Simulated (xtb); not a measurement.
C₆H₁₀AuO₂ (SMILES CC1=CC(C)=[O]->[Au]([CH3])[O]1), doublet, at a GFN2-xTB geometry (such geometries of metal compounds can be far from the true shape) (the multiplicity is a formal guess); GFN0-xTB in xtb.

The xtb input:
```
$ xtb coord --gfn 0 --uhf 1 --json

# file coord
$coord
      1.1062530811       1.3524276655       0.5754811691  au
      3.0509157551       4.2914234083      -0.9565771155  c
      5.0594955241       4.0736409762      -0.6164734295  h
      2.4368887273       6.0629635477      -0.1306378063  h
      2.7406964248       4.3750346997      -2.9755971677  h
     -3.0666990312      -2.8646449786      -5.4991568421  c
     -2.0570173045      -2.0866474543      -2.9288865772  c
     -2.8108049050      -3.5646052232      -0.8937925524  c
     -2.1544551740      -3.2622335286       1.6522353608  c
     -3.2709616256      -5.1734342553       3.4617928215  c
     -0.7548904068      -1.5939613094       2.5949840464  o
     -0.6393011321      -0.1761863476      -2.9425818004  o
     -5.1212378276      -2.8510000410      -5.4724129466  h
     -2.3867086185      -1.5574652933      -6.9282531720  h
     -2.4257893075      -4.7654521171      -5.9458829012  h
     -4.0469642794      -5.1306138739      -1.3198685159  h
     -2.6266839187      -4.7744104771       5.3699940236  h
     -5.3235288141      -5.0812945921       3.3987330576  h
     -2.6924943490      -7.0711544883       2.9244776005  h
$end
```

Q: Write the output that xtb gives for this input, abridged.

A: 
```
   ID    Z sym.   atoms
    1   79 au     1
    2    6 c      2, 6-10
    3    1 h      3-5, 13-19
    4    8 o      11, 12

           -------------------------------------------------
          |                Calculation Setup                |
           -------------------------------------------------

           -------------------------------------------------
          |                 G F N 0 - x T B                 |
           -------------------------------------------------

          ...................................................
          :                      SETUP                      :
          :.................................................:
          :  # basis functions                  62          :
          :  # atomic orbitals                  61          :
          :  # shells                           39          :
          :  # electrons                        57          :
          :  electronic temp.          300.0000000     K    :
          :  accuracy                    1.0000000          :
          :  -> integral cutoff          0.2500000E+02      :
          :  -> integral neglect         0.1000000E-07      :
          ...................................................

         :::::::::::::::::::::::::::::::::::::::::::::::::::::
         ::                     SUMMARY                     ::
         :::::::::::::::::::::::::::::::::::::::::::::::::::::
         :: total energy             -29.553838946379 Eh    ::
         :: gradient norm              0.049911798808 Eh/a0 ::
         :: HOMO-LUMO gap              2.242564543070 eV    ::
         ::.................................................::
         :: H0 energy                -29.813732034673 Eh    ::
         :: repulsion energy           0.339298810623 Eh    ::
         :: electrostat energy        -0.051344647618 Eh    ::
         :: -> Gsolv                   0.000000000000 Eh    ::
         ::    -> Gsasa                0.000000000000 Eh    ::
         ::    -> Gshift               0.000000000000 Eh    ::
         :: dispersion energy         -0.006755276552 Eh    ::
         :: short-range corr.         -0.021305798160 Eh    ::
         :: add. restraining           0.000000000000 Eh    ::
         :: total charge              -0.000000000000 e     ::
         :::::::::::::::::::::::::::::::::::::::::::::::::::::

           -------------------------------------------------
          |                Property Printout                |
           -------------------------------------------------

    * Orbital Energies and Occupations

         #    Occupation            Energy/Eh            Energy/eV
      -------------------------------------------------------------
         1        2.0000           -0.6841476             -18.6166
       ...           ...                  ...                  ...
        17        2.0000           -0.5030317             -13.6882
        18        2.0000           -0.4904600             -13.3461
        19        2.0000           -0.4876107             -13.2686
        20        2.0000           -0.4756139             -12.9421
        21        2.0000           -0.4737247             -12.8907
        22        2.0000           -0.4510792             -12.2745
        23        2.0000           -0.4435927             -12.0708
        24        2.0000           -0.4401186             -11.9762
        25        2.0000           -0.4382351             -11.9250
        26        2.0000           -0.4209840             -11.4556
        27        2.0000           -0.4148761             -11.2894
        28        2.0000           -0.3998874             -10.8815
        29        1.0000           -0.3670463              -9.9878 (HOMO)
        30                         -0.2846336              -7.7453 (LUMO)
        31                         -0.1857960              -5.0558
        32                         -0.1793032              -4.8791
[...]
        38                         -0.0952909              -2.5930
        39                         -0.0885525              -2.4096
        40                         -0.0885163              -2.4087
       ...                                ...                  ...
        61                          0.6212475              16.9050
      -------------------------------------------------------------
                  HL-Gap            0.0824127 Eh            2.2426 eV
             Fermi-level            0.0000000 Eh            0.0000 eV

     #   Z          covCN         q      C6AA      α(0)
     1  79 au       2.287    -0.063   323.733    34.134
     2   6 c        3.733    -0.228    28.120     7.658
     3   1 h        0.925     0.117     1.634     1.999
     4   1 h        0.925     0.117     1.635     1.999
     5   1 h        0.926     0.133     1.512     1.923
     6   6 c        3.758    -0.432    33.681     8.373
     7   6 c        2.822     0.342    22.397     7.730
     8   6 c        2.900    -0.269    37.263     9.977
     9   6 c        2.827     0.318    22.825     7.804
    10   6 c        3.758    -0.429    33.600     8.363
    11   8 o        1.570    -0.283    18.621     5.834
    12   8 o        1.456    -0.328    19.564     5.971
    13   1 h        0.925     0.138     1.476     1.900
    14   1 h        0.925     0.168     1.273     1.765
    15   1 h        0.925     0.138     1.472     1.897
    16   1 h        0.926     0.115     1.658     2.014
    17   1 h        0.925     0.168     1.277     1.767
    18   1 h        0.925     0.139     1.469     1.896
    19   1 h        0.925     0.139     1.471     1.897

 Mol. C6AA /au·bohr⁶  :       5061.128391
 Mol. C8AA /au·bohr⁸  :     187029.775229
 Mol. α(0) /au        :        114.900767

Wiberg/Mayer (AO) data.
largest (>0.10) Wiberg bond orders for each atom

 ---------------------------------------------------------------------------
     #   Z sym  total        # sym  WBO       # sym  WBO       # sym  WBO
 ---------------------------------------------------------------------------
     1  79 au   2.040 --     2 c    0.818    12 o    0.541    11 o    0.498
     2   6 c    3.858 --     5 h    0.978     4 h    0.976     3 h    0.976
                             1 au   0.818
     3   1 h    0.991 --     2 c    0.976
     4   1 h    0.991 --     2 c    0.976
     5   1 h    0.990 --     2 c    0.978
     6   6 c    3.973 --    14 h    0.980    13 h    0.970    15 h    0.969
                             7 c    0.958
     7   6 c    3.912 --    12 o    1.504     8 c    1.348     6 c    0.958
     8   6 c    3.900 --     7 c    1.348     9 c    1.318    16 h    0.968
                            12 o    0.105
     9   6 c    3.907 --    11 o    1.504     8 c    1.318    10 c    0.979
    10   6 c    3.970 --    17 h    0.980     9 c    0.979    19 h    0.969
                            18 h    0.969
    11   8 o    2.370 --     9 c    1.504     1 au   0.498
    12   8 o    2.366 --     7 c    1.504     1 au   0.541     8 c    0.105
    13   1 h    0.982 --     6 c    0.970
    14   1 h    0.991 --     6 c    0.980
    15   1 h    0.982 --     6 c    0.969
    16   1 h    0.974 --     8 c    0.968
    17   1 h    0.990 --    10 c    0.980
    18   1 h    0.982 --    10 c    0.969
    19   1 h    0.982 --    10 c    0.969
 ---------------------------------------------------------------------------

Topologies differ in total number of bonds
Writing topology from bond orders to xtbtopo.mol

 dipole moment from electron density (au)
     X       Y       Z
  -1.1086  -1.5274   0.1761  total (Debye):    4.818

           -------------------------------------------------
          | TOTAL ENERGY              -29.553838946379 Eh   |
          | GRADIENT NORM               0.049911798808 Eh/α |
          | HOMO-LUMO GAP               2.242564543070 eV   |
           -------------------------------------------------

normal termination of xtb
```
